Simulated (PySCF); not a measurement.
# Frontier orbitals and the lowest excitations

Compound: C₅H₉N₂ (charge +1).
SMILES with atom numbers: `[CH3:1][CH2:2][c:3]1[cH:4][nH:5][cH:6][nH+:7]1` (hydrogens: H8, H9, H10 on C1; H11, H12 on C2; H13 on C4; H14 on N5; H15 on C6; H16 on N7)

Geometry (GFN2-xTB, Å), atoms numbered from 1 in this order:
```xyz
16
C5H9N2 angstrom
C     -2.142    0.068    0.610
C     -1.317   -0.105   -0.671
C      0.134    0.006   -0.383
C      0.996    1.064   -0.477
N      2.213    0.640   -0.032
C      2.124   -0.632    0.331
N      0.872   -1.031    0.126
H     -3.198   -0.018    0.372
H     -1.895   -0.694    1.345
H     -1.968    1.046    1.049
H     -1.530   -1.081   -1.112
H     -1.597    0.665   -1.389
H      0.821    2.062   -0.824
H      3.048    1.210    0.010
H      2.922   -1.235    0.721
H      0.510   -1.957    0.312
```

Method: TDDFT CAM-B3LYP/def2-SVPD, vertical, gas phase, core orbitals frozen in the response (PySCF 2.14.0, density-fitted response routines).

Frontier orbitals with the atoms that hold most of them (Löwdin shares over 4%, at most four atoms; ? is withheld):

```json
{"orbital": "LUMO+2", "ε (eV)": "-2.87", "atoms": "C3 28%, C4 28%, N5 9%, N7 9%"}
{"orbital": "LUMO+1", "ε (eV)": "-3.04", "atoms": "C6 21%, H16 17%, H14 14%, C4 9%"}
{"orbital": "LUMO", "ε (eV)": "-4.24", "atoms": "?"}
{"orbital": "HOMO", "ε (eV)": "?", "atoms": "?"}
{"orbital": "HOMO-1", "ε (eV)": "-15.33", "atoms": "C1 30%, C2 21%, H10 14%, H9 11%"}
{"orbital": "HOMO-2", "ε (eV)": "-15.65", "atoms": "C1 38%, H8 18%, C2 14%, H9 8%"}
{"orbital": "HOMO-3", "ε (eV)": "-15.98", "atoms": "N7 30%, N5 18%, C1 12%, C2 12%"}
```

(1) Give the leading atoms of the HOMO.

(2) Which atoms hold the LUMO, and with what shares?

(3) What is the HOMO energy, and the HOMO–LUMO gap?

Results:

(1) C4 (bonded to C, N and H) 27%; C3 (bonded to 2 C and N) 24%; C6 (bonded to 2 N and H) 17%; N5 (bonded to 2 C and H) 9%. By element: carbon 68% or more, nitrogen 9% or more.

(2) C6 (bonded to 2 N and H) 35%; N5 (bonded to 2 C and H) 22%; N7 (bonded to 2 C and H) 20%; H15 (bonded to C) 7%. By element: nitrogen 42%, carbon 35% or more, hydrogen 7% or more.

(3) ε(HOMO) = -13.35 eV; the gap is 9.10 eV (0.3346 hartree).

Q: The HOMO–LUMO gap is 9.10 eV. Where does the response calculation put the lowest singlet, and from which orbitals?

A: S1 is at 6.08 eV (f = 0.172), 3.03 eV below the gap, made of HOMO→LUMO (97%). Without the coupling terms of the response equations the lowest excitation would equal the gap.

Q: One configuration dominates each of S1, S2, S6 and S8. Which, and how do the shares of the two leading atoms of either orbital change from the occupied to the empty one?

A: 
- S1 (6.08 eV, f 0.172), HOMO→LUMO (97%): C4 27% → at most 8%, C3 24% → at most 8%, C6 17% → 35%, N5 9% → 22%
- S2 (7.32 eV, f 0.039), HOMO→LUMO+1 (89%): C4 27% → 9%, C3 24% → at most 9%, C6 17% → 21%, H16 at most 9% → 17%
- S6 (8.50 eV, f 0.043), HOMO-1→LUMO (86%): C1 30% → at most 8%, C2 21% → at most 8%, C6 at most 12% → 35%, N5 at most 12% → 22%
- S8 (8.79 eV, f 0.0055), HOMO-2→LUMO (84%): C1 38% → at most 8%, H8 18% → at most 8%, C6 at most 9% → 35%, N5 at most 9% → 22%

Löwdin shares depend on the basis, the more so with diffuse functions.

The run took 97 s wall, 80 s CPU on one thread of an AMD EPYC, shared host with 64 logical CPUs at a one-minute load of 49, and the process peaked at 0.96 GiB of memory.

One conformer stands for the species.
